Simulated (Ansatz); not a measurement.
The cluster Ti6⁺, relaxed as a doublet with UKS PBE-D4/def2-SVP in Ansatz, starting from the GFN2-xTB geometry. Force threshold 0.02 eV/Å.

The charge 1 doublet is spin-contaminated (final ⟨S²⟩ up to 1.82, 0.75 for a pure state). Another isomer (doublet) lies 0.20 eV lower at PBE0-D4/def2-TZVP; other spin states weren't run for this one.

Start:

Cartesian coordinates in Å:
```
Ti -0.745 -0.151 1.418
Ti -2.087 1.760 -0.901
Ti 2.309 1.083 1.330
Ti 0.741 0.158 -1.416
Ti -2.303 -1.086 -1.333
Ti 2.084 -1.764 0.901
```

```csv
step,energy (eV),largest force component (eV/Å),SCF passes
1,-138621.0827,2.560,241
2,-138623.1501,2.397,139
3,-138624.8257,1.203,242
4,-138625.8946,1.291,222
5,-138626.5528,0.628,56
6,-138626.9696,0.519,58
7,-138627.1039,0.193,66
8,-138627.1184,0.073,67
9,-138627.1202,0.036,54
10,-138627.1235,0.070,66
11,-138627.1287,0.091,66
12,-138627.1368,0.105,63
13,-138627.1462,0.105,66
14,-138627.1779,0.218,75
15,-138627.1981,0.169,60
16,-138627.2566,0.125,70
17,-138627.2827,0.242,76
18 (rejected),-138627.2806,0.221,64
19,-138627.2900,0.089,56
20,-138627.2903,0.056,43
21,-138627.2907,0.010,49
```

Force components are those of the run's own axes.

End:

```xyz
6

Ti   -0.541    0.366    1.221
Ti   -1.880    1.118   -0.865
Ti    2.016    0.595    1.124
Ti    0.653    0.616   -1.054
Ti   -1.244   -1.155   -0.780
Ti    0.996   -1.541    0.354
```

Bonds formed: Ti5–Ti6 (atoms count from 1).

No frequencies were taken in this run, so the end may be a saddle point.

Hardware: 4 threads of Arm Neoverse V1 on a shared host. Wall time 10 min, peak host memory 0.93 GiB.
